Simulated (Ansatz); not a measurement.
The cluster Te₉Pb₈⁻. Charge -1, multiplicity 2. Geometry PBE-D4/def2-SVP; atoms count from 1.

```csv
atom,x (Å),y (Å),z (Å)
Pb1,0.914,-1.170,-2.329
Pb2,-4.454,-0.280,2.540
Pb3,0.806,3.040,0.846
Pb4,4.175,0.747,1.118
Pb5,-3.246,1.752,-0.695
Pb6,-2.953,-3.632,0.609
Pb7,-0.687,-0.558,1.290
Pb8,4.257,0.835,-2.878
Te9,1.659,0.861,2.768
Te10,-2.544,2.078,2.208
Te11,-4.318,-1.089,-0.440
Te12,3.597,-1.411,-0.925
Te13,-0.129,-3.378,-0.294
Te14,3.451,3.004,-0.772
Te15,-2.373,-2.333,3.310
Te16,-0.339,1.535,-1.544
Te17,2.186,-0.003,-4.810
```

In the def2 sets Pb, Te take a core potential; there is no spin–orbit coupling. Single mean-field runs in def2-SVP are fitted with def2-universal-jkfit. Another isomer (doublet) lies 0.09 eV lower at PBE0-D4/def2-SVP; other spin states weren't run for this one.

Problem. Estimate the Mulliken populations from the PBE0/def2-SVP orbitals of Ansatz.

Solution. 
```csv
atom,charge (e),spin (α − β)
Pb1,0.46,-0.05
Pb2,0.36,0.00
Pb3,0.41,0.00
Pb4,0.36,0.00
Pb5,0.36,0.00
Pb6,0.34,-0.02
Pb7,0.51,-0.02
Pb8,0.35,-0.04
Te9,-0.45,0.03
Te10,-0.51,0.01
Te11,-0.50,0.02
Te12,-0.41,0.09
Te13,-0.43,0.40
Te14,-0.51,0.01
Te15,-0.46,0.04
Te16,-0.41,0.08
Te17,-0.46,0.44
```
Mulliken values and Mayer orders depend strongly on the basis.

Problem. Where does the spin sit?

Solution. Summed by element: Pb -0.13, Te 1.13, of 1 unpaired in all. Largest on single atoms: Te17 0.44, Te13 0.40, Te12 0.09.

Problem. And the Mayer bond orders between bonded heavy atoms (over 0.3)?

Solution. Pb1–Te12 0.69 (3.04 Å); Pb1–Te13 0.47 (3.18 Å); Pb1–Te16 0.55 (3.08 Å); Pb1–Te17 0.66 (3.02 Å); Pb2–Te10 0.74 (3.05 Å); Pb2–Te11 0.70 (3.09 Å); Pb2–Te15 0.81 (3.02 Å); Pb3–Te9 0.78 (3.03 Å); Pb3–Te14 0.64 (3.10 Å); Pb3–Te16 0.67 (3.05 Å); Pb4–Te9 0.77 (3.01 Å); Pb4–Te12 0.71 (3.03 Å); Pb4–Te14 0.79 (3.03 Å); Pb5–Te10 0.82 (3.00 Å); Pb5–Te11 0.68 (3.05 Å); Pb5–Te16 0.71 (3.04 Å); Pb6–Te11 0.65 (3.07 Å); Pb6–Te13 0.85 (2.98 Å); Pb6–Te15 0.76 (3.05 Å); Pb7–Te9 0.57 (3.12 Å); Pb7–Te10 0.33 (3.35 Å); Pb7–Te13 0.42 (3.28 Å); Pb7–Te15 0.51 (3.17 Å); Pb8–Te12 0.73 (3.05 Å); Pb8–Te14 0.61 (3.13 Å); Pb8–Te17 0.94 (2.95 Å).
